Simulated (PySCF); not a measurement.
One molecule, one basis, several functionals.

Species: C₅H₁₀Si.
Atom-mapped SMILES: `[CH2:1]1[CH2:2][CH:3]1[SiH:4]1[CH2:5][CH2:6]1` (hydrogens: H7, H8 on C1; H9, H10 on C2; H11 on C3; H12 on Si4; H13, H14 on C5; H15, H16 on C6)

Structure used (PBE0-D3(BJ)/def2-SVP), in Å, numbered top down from 1:
```
atom  x, y, z in Å
C1     2.1257   -0.6732    0.3163
C2     2.1573    0.7321   -0.1827
C3     0.8972    0.1960    0.4564
Si4   -0.6199   -0.1300   -0.5614
C5    -2.1798   -0.7871    0.2014
C6    -2.2345    0.7088   -0.1910
H7     2.1088   -1.4841   -0.4190
H8     2.6812   -0.9147    1.2266
H9     2.1613    0.8977   -1.2649
H10    2.7349    1.4712    0.3791
H11    0.6902    0.5608    1.4688
H12   -0.3110   -0.4929   -1.9716
H13   -2.8225   -1.4658   -0.3705
H14   -2.1983   -1.0097    1.2747
H15   -2.2829    1.4247    0.6380
H16   -2.9152    0.9772   -1.0066
```

PySCF, def2-SVPD basis, density fitting, gas phase, PBE0-D3(BJ)/def2-SVP geometry; singlet excitations by full TDDFT with frozen cores, triplets by Tamm–Dancoff TDDFT and ionisation energies by ΔSCF, from the lowest of the holes tried. One functional is left out:

```
functional  exact exchange (%)  HOMO energy (eV)  LUMO energy (eV)  lowest singlet excitation (eV)  lowest triplet excitation (eV)  dipole moment (D)  mean polarisability (au)  vertical ionisation energy (eV)
       LDA                   0             -5.52             -0.25                            5.58                            4.98              0.924                      89.3                             8.44
       PBE                   0             -5.39             -0.10                            5.59                            4.89              0.933                      88.1                             8.27
      PBE0                  25             -6.50              0.66                            6.25                            5.18              0.987                      85.1                             8.44
 BHandHLYP                  50             -7.51              1.28                            6.52                            5.44              1.070                      82.9                             8.44
```

Task: Predict the row of B3LYP (20 % exact exchange) by straight lines through the other rows, and check it.

Result: 
```json
{"property": "HOMO energy (eV)", "line": "-6.28", "computed": "-6.31", "computed − line": "-0.03", "PBE0 (25 %), for comparison": "-6.50"}
{"property": "LUMO energy (eV)", "line": "0.43", "computed": "0.40", "computed − line": "-0.03", "PBE0 (25 %), for comparison": "0.66"}
{"property": "lowest singlet excitation (eV)", "line": "6.01", "computed": "6.05", "computed − line": "+0.04", "PBE0 (25 %), for comparison": "6.25"}
{"property": "lowest triplet excitation (eV)", "line": "5.14", "computed": "5.15", "computed − line": "+0.01", "PBE0 (25 %), for comparison": "5.18"}
{"property": "dipole moment (D)", "line": "0.982", "computed": "0.999", "computed − line": "+0.017", "PBE0 (25 %), for comparison": "0.987"}
{"property": "mean polarisability (au)", "line": "86.2", "computed": "85.8", "computed − line": "-0.4", "PBE0 (25 %), for comparison": "85.1"}
{"property": "vertical ionisation energy (eV)", "line": "8.40", "computed": "8.45", "computed − line": "+0.05", "PBE0 (25 %), for comparison": "8.44"}
```

Task: Which of these properties follows the share of exact exchange most closely, and which least?

Result: Most closely the HOMO energy, least the vertical ionisation energy; the correlations over the tabulated rows are HOMO energy -0.999, dipole moment 0.994, LUMO energy 0.993, lowest triplet excitation 0.988, lowest singlet excitation 0.979, mean polarisability -0.978, vertical ionisation energy 0.522. The HOMO energy moves by -0.412 eV for every 10 %. Functionals with the same share still differ in their other parts: at 0 % LDA and PBE differ by 0.13 eV in it.
